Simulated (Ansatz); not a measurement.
The same path of BCl2H4N + FH (10 atoms, charge 0, multiplicity 1) was run twice with different band settings. Lost on the way: B1–H2, H5–N6. Made: H2–H7.

The calculation used UKS PBE-D4/STO-3G in Ansatz.

Relaxed end points:

```xyz
10
Properties=species:S:1:pos:R:3
B -0.673 0.168 -0.694
H 0.146 1.013 -0.962
Cl -0.819 -1.065 -2.078
Cl -2.260 0.953 -0.127
H 0.917 -0.113 0.839
N -0.069 -0.640 0.593
H 1.501 1.198 -0.076
F 1.913 0.753 0.738
H 0.086 -1.660 0.358
H -0.742 -0.605 1.409
```

```xyz
10
Properties=species:S:1:pos:R:3
B -1.282 -0.490 -0.466
H 1.538 2.103 -1.029
Cl -1.013 -1.160 -2.100
Cl -2.488 0.793 -0.161
H 0.972 0.077 0.678
N -0.474 -0.951 0.614
H 1.649 1.633 -0.440
F 1.822 0.619 0.777
H 0.049 -1.857 0.522
H -0.774 -0.767 1.604
```

Common settings: movable images 9; spring 5.0 eV/Å²; start path through a guess of the saddle point; force threshold 0.05 eV/Å; end points relaxed.

| run | climbing image | optimiser | iteration limit |
| --- | --- | --- | --- |
| 1 | yes | quadratic models (default) | 55 |
| 2 | from the first iteration | lbfgs | 60 |

(1) What does each run give, and how far can it be trusted?

Results:

(1) Run 1: converged after 12 iterations, highest image 1.593 eV above the first end. A vibrational analysis at the climbing image gives one clearly imaginary mode, 488i cm⁻¹: a first-order saddle point.
Run 2: converged after 38 iterations, highest image 1.593 eV above the first end. Another band between the same ends (9 images) ends at a top of the same energy, where a vibrational analysis finds 1 clearly imaginary mode.
The orbitals stay closed-shell, which can raise the energy where a bond breaks towards radicals; this wasn't checked here. Limits of this set-up: minimal basis.
